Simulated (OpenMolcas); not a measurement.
## Au2+: moving or changing the point charges

Au2+ among 6 point charges of -1.5 e arranged as a tetragonal octahedron (D4h), 2.24 Å from the ion, with the axial distance 2.016 Å.

| Property | Result |
| --- | --- |
| Program | OpenMolcas 26.06 |
| Method | SS-CASPT2, IPEA 0.25 Eh, imaginary shift 0.1 Eh (closed shells correlated: 5s 5p) |
| Basis | ANO-RCC-VDZP [7s6p4d2f] |
| Scalar Hamiltonian | DKH2, point nucleus |
| Active space | 9 electrons in 5 orbitals (5d) |
| State averaging | 2S+1 = 2 even, 5 roots |
| Spin-orbit coupling | RASSI with atomic mean-field integrals over the reference wave functions |

Runs around this geometry, states (labels of D4, the rotations of D4h). Energies in cm-1 above the lowest state or level, χT in cm3 K/mol.

| R (Å) | q (e) | Axial / equatorial distance | Ground state | First state of that spin | First gap with spin-orbit (degeneracies) | χT at 300 K |
| --- | --- | --- | --- | --- | --- | --- |
| 2.24 | -1.5 | 0.83 | 2A1 | 2B1 7530 | 6240 (2, 2) | 0.867 |
| 2.24 | -1.2 | 0.9 | 2A1 | 2B1 3540 | 2940 (2, 2) | 0.939 |
| 2.03 | -1.5 | 0.9 | 2A1 | 2B1 5380 | 4810 (2, 2) | 0.836 |
| 2.24 | -1.5 | 0.9 | 2A1 | 2B1 4260 | 3630 (2, 2) | 0.908 |
| 2.44 | -1.5 | 0.9 | 2A1 | 2B1 3430 | 2790 (2, 2) | 0.956 |

Taking the first state of the same spin as R^-n, n = -ln(3430 / 5380) / ln(2.44 / 2.03) = 2.4 between the shortest and longest distance.

Scaling the charges by -1.2 / -1.5 = 0.80 scales the first state of the same spin by 3540 / 4260 = 0.83; with fixed orbitals a first-order splitting would follow the charge.

Free-ion shares, where given, are those of the reference states; single-state CASPT2 does not remix them. Point charges carry no covalency, so the field is a model and not that of real ligands. No measured value stands beside these numbers.
